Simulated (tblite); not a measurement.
C₄H₁₀FNSi.
Cartesian coordinates in Å at the GFN2-xTB level; atoms count from 1:
```xyz
17
C4H10FNSi angstrom
C      0.688    1.453   -1.074
N      0.459    0.119   -0.556
Si     1.715   -0.848    0.092
F      3.050   -0.333   -0.644
C     -0.921   -0.122   -0.297
C     -1.382   -1.143    0.689
C     -1.548    0.315    1.000
H      0.109    1.596   -1.990
H      0.383    2.219   -0.353
H      1.741    1.582   -1.303
H      1.528   -2.232   -0.313
H      2.038   -0.667    1.508
H     -1.530    0.005   -1.190
H     -2.261   -1.721    0.443
H     -0.643   -1.694    1.246
H     -0.894    0.737    1.748
H     -2.537    0.745    0.984
```

Method: GFN2-xTB as coded in tblite; computed harmonic values from a numerical Hessian at the method's own geometry, unscaled. Errors from tens to a few hundred cm⁻¹ against measured bands are possible. Modes of hydrogen on silicon can be 10 to 20 % off. One conformer, not necessarily the lowest.

Harmonic wavenumbers (cm⁻¹): 55.0, 80.5, 140.1, 170.5, 189.1, 219.3, 321.3, 437.5, 449.3, 548.9, 583.7, 655.2, 755.2, 795.9, 800.5, 822.1, 854.7, 926.6, 972.6, 1032.7, 1060.0, 1081.3, 1088.6, 1100.3, 1107.3, 1153.7, 1176.5, 1252.2, 1321.0, 1375.4, 1423.1, 1430.0, 1479.1, 1481.8, 1502.7, 2234.9, 2325.9, 2920.8, 2956.6, 2969.3, 3059.8, 3086.8, 3089.1, 3102.2, 3120.4.

A = 4053, B = 1448, C = 1170 MHz; mass 119.057 u (most abundant isotopes); point group C1, symmetry number 1.

Zero-point energy?

Half the sum of the wavenumbers: 29355 cm⁻¹ = 83.93 kcal/mol.

Entropy at 200 K, 1 bar (ideal gas, RRHO, classical rotation)?

Translation 38.28, rotation 27.05, vibration 15.68: S = 81.0 cal/(mol K).

And Cp and H(200 K) − H(0)?

Cp = 25.11 cal/(mol K), of which vibrations give 17.16 (their classical limit is 45 R = 89.4); H(200 K) − H(0) = 3.33 kcal/mol without the zero-point energy, 1.74 from vibrations.

Which modes carry the vibrational entropy at 200 K?

55.0 cm⁻¹: 3.84; 80.5 cm⁻¹: 3.10; 140.1 cm⁻¹: 2.05; 170.5 cm⁻¹: 1.70; 189.1 cm⁻¹: 1.52; 219.3 cm⁻¹: 1.28 cal/(mol K); the other 39 give 2.18 together.

How do the functions run with temperature in this model?

```json
{"T (K)": "150", "S (cal/(mol K))": "74.4", "Cp (cal/(mol K))": "21.0", "H − H(0) (kcal/mol)": "2.17", "G − H(0) (kcal/mol)": "-8.99", "ln q(vib)": "2.43"}
{"T (K)": "250", "S (cal/(mol K))": "87.1", "Cp (cal/(mol K))": "29.6", "H − H(0) (kcal/mol)": "4.69", "G − H(0) (kcal/mol)": "-17.08", "ln q(vib)": "4.61"}
{"T (K)": "298.15", "S (cal/(mol K))": "92.7", "Cp (cal/(mol K))": "34.1", "H − H(0) (kcal/mol)": "6.22", "G − H(0) (kcal/mol)": "-21.41", "ln q(vib)": "5.66"}
{"T (K)": "400", "S (cal/(mol K))": "104.0", "Cp (cal/(mol K))": "43.2", "H − H(0) (kcal/mol)": "10.17", "G − H(0) (kcal/mol)": "-31.43", "ln q(vib)": "7.89"}
{"T (K)": "600", "S (cal/(mol K))": "124.3", "Cp (cal/(mol K))": "57.2", "H − H(0) (kcal/mol)": "20.29", "G − H(0) (kcal/mol)": "-54.30", "ln q(vib)": "12.27"}
{"T (K)": "900", "S (cal/(mol K))": "150.3", "Cp (cal/(mol K))": "70.4", "H − H(0) (kcal/mol)": "39.61", "G − H(0) (kcal/mol)": "-95.62", "ln q(vib)": "18.57"}
```

q(vib) and H(0) count from the zero-point level.

What must be added to the electronic energy to get the Gibbs energy at 200 K and 1 bar?

ZPE + [H(200 K) − H(0)] − T·S = 83.93 + 3.33 − 16.20 = 71.06 kcal/mol.

Hindered rotation and anharmonicity are outside this model. Other conformers, if any are populated, would add a mixing term that is left out. The structure is chiral; the term R ln 2 for an equal mix with its mirror image is left out.
